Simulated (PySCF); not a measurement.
# The third ionisation energy along the third row

Calculated with PySCF 2.14 from differences of total energies of unrestricted determinants, without spin-orbit coupling. Values in eV. The last column holds reference values (NIST; (s) semi-empirical, (t) theoretical, else measured). Unmarked ones compare directly (S terms, centres of terms, or small fine structure); those marked * lie between the lowest fine-structure levels and include a spin-orbit shift.

```tsv
element	configurations	UHF	MP2 (valence)	SCS-MP2 (valence)	CCSD (valence)	CCSD(T) (valence)	reference
Mg (jorge-DZP-DKH, spin-free X2C)	[Ne] → [He] 2s2 2p5	78.956	79.466	79.441	79.472	79.485	80.144 *
Al (jorge-DZP-DKH, spin-free X2C)	[Ne] 3s1 → [Ne]	28.034	n/a	n/a	n/a	n/a	28.448
Si (jorge-DZP-DKH, spin-free X2C)	[Ne] 3s2 → [Ne] 3s1	32.019	32.801	32.957	33.194	33.194	33.493
S (jorge-DZP-DKH, spin-free X2C)	[Ne] 3s2 3p2 → [Ne] 3s2 3p1	34.121	34.453	34.371	34.480	34.489	34.86 ± 0.04 (s) *
Cl (jorge-DZP-DKH, spin-free X2C)	[Ne] 3s2 3p3 → [Ne] 3s2 3p2	38.972	39.435	39.270	39.351	39.354	39.8 ± 0.11 (s) *
Ar (jorge-DZP-DKH, spin-free X2C)	[Ne] 3s2 3p4 → [Ne] 3s2 3p3	39.286	39.813	39.843	39.818	39.825	40.735 ± 0.012 (s) *
```

"Valence" correlates the outer s and p shells and, in groups 3 to 12 and the f block, the outer d or f shell, open or full, or the next shell where the ion has no valence electron left; the wider scheme adds the next inner shell.
